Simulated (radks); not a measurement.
Species: Sc+. Configuration: [Ar] 3d1 4s1. All-electron calculation, scalar-relativistic Kohn-Sham, PBE, spin-polarised, spherical densities, finite nucleus; open shells are filled with parallel spins first; Fermi nuclear charge, rms radius 3.5459 fm. Program: a radial shooting solver on a logarithmic mesh with Libxc functionals. Some entries of the table are withheld. Estimate them.

orbital  occ.  eigenvalue (eV)  <r> (bohr)  <1/r> (bohr^-1)
1s up       1        -4404.295     0.07304            20.77
1s down     1        -4404.270     0.07304            20.77
2s up       1        -481.3813      0.3435            4.296
2s down     1        -481.1291      0.3434            4.297
2p up       3        -395.2970      0.3077            4.199
2p down     3        -395.0955      0.3076            4.200
3s up       1         -62.4154       1.076            1.303
3s down     1         -61.4710       1.074            1.305
3p up       3         -41.0140       1.169            1.172
3p down     3         -40.0341       1.165            1.175
3d up       1         -10.4361         (1)              (2)
4s up       1         -10.2342       3.320              (3)
3d down     0          -9.2583         (4)              (5)

Answer. 
(1) 3d up <r> (bohr): 1.706
(2) 3d up <1/r> (bohr^-1): 0.7966
(3) 4s up <1/r> (bohr^-1): 0.3920
(4) 3d down <r> (bohr): 1.654
(5) 3d down <1/r> (bohr^-1): 0.8137
